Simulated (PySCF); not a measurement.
**A small calculation by hand: entropy of an ideal gas**

Ti(F)4(OH2) (F4H2OTi), SMILES [F][Ti]([F])([F])([F])<-[OH2], multiplicity 1.

The structure is a stationary point at PBE-D3(BJ)/def2-SVP. The multiplicity is an assumed one; other spin states were not compared.

PBE-D3(BJ)/def2-SVP (PySCF) gives the harmonic wavenumbers 110, 121, 188, 204, 224, 236, 243, 244, 274, 467, 529, 671, 762, 776, 798, 1567, 3664, 3762 cm⁻¹ and the rotational temperatures 0.1397, 0.0995, 0.0977 K. The molar mass is 141.88 g/mol, the symmetry number 1, the spin multiplicity 1.

**Question.** Work out the entropy at 298.15 K and 1 atm in the rigid-rotor, harmonic-oscillator model.

**Answer.** 
Translation (Sackur–Tetrode at 1 atm): S = R[1.5 ln M + 2.5 ln T − 1.16487] = 170.5 J/(mol K).
Rotation: q = (√π/σ) T^1.5/√(θA θB θC) = 248000, S = R[ln q + 3/2] = 115.7 J/(mol K).
Vibration: with u = 1.4388 ν/T, each mode gives R[u/(e^u − 1) − ln(1 − e^−u)]:
```
ν (cm⁻¹)  modes     u  S (J/(mol K))
--------  -----  ----  -------------
110           1  0.53          13.68
121           1  0.58          12.90
188           1  0.91           9.40
204           1  0.98           8.77
224           1  1.08           8.06
236           1  1.14           7.67
243           1  1.17           7.45
244           1  1.18           7.42
274           1  1.32           6.57
467           1  2.25           3.12
529           1  2.55           2.47
671           1  3.24           1.43
762           1  3.68           1.01
776           1  3.74           0.95
798           1  3.85           0.87
1567          1  7.56           0.04
```
The stiffer modes add less than 0.005 each. Sum 91.8 J/(mol K).
Spin: R ln 1 = 0.0 J/(mol K).
Total 378.1 J/(mol K); the program's own thermochemistry gives 378.1. Translation makes up 45 % and vibration 24 %. Anharmonicity, hindered rotation and orbital degeneracy are left out.
